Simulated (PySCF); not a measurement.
F2H5NOSi2, SMILES [SiH](F)(O[SiH2]N)F.

Geometry: r2SCAN-D4/def2-SVP. The structure was generated by enumeration, and PubChem lists no compound with its InChIKey, so it may never have been made. One conformer was computed; it need not be the lowest.

All values below come from PBE/def2-TZVP (PySCF).

Computed frontier levels, gap, dipole moment and polarisability:
| Item | Result |
|---|---|
| highest occupied level | -6.59 eV |
| lowest empty level | -0.37 eV |
| orbital gap | 6.22 eV |
| dipole moment | 2.26 D |
| quadrupole, principal values (traceless, Buckingham form, about the centre of nuclear charge) | -4.24, 1.33, 2.91 D·Å |
| mean static polarisability | 58.8 bohr³ (8.71 Å³) |
| polarisability, principal values | 53.5, 56.9, 66.0 bohr³ |
